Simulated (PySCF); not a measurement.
Ligand exchange on a metal centre used in film growth or etching (Hf OH-H). Isolated molecules, 0 K electronic values unless said otherwise. One relaxed conformer stands for each flexible species; it need not be the lowest.

Level of theory: PySCF 2.14.0 with PBE-D3(BJ)/def2-TZVP // r2SCAN-D4/def2-SVP. All candidates: neutral, multiplicity 1. 

```json
{
 "LUMO": "-2.33 eV",
 "HOMO": "-6.66 eV",
 "HOMO–LUMO gap": "4.33 eV"
}
```

Q: Name which member has these values.
A. [Hf(OH)3(H)]
B. [Hf(H)4]
C. [Hf(OH)2(H)2]
D. [Hf(OH)(H)3]

A: D, [Hf(OH)(H)3]. The others give [Hf(OH)3(H)]: -0.56 eV, -6.37 eV, 5.81 eV; [Hf(H)4]: -3.07 eV, -7.12 eV, 4.05 eV; [Hf(OH)2(H)2]: -1.88 eV, -6.29 eV, 4.41 eV
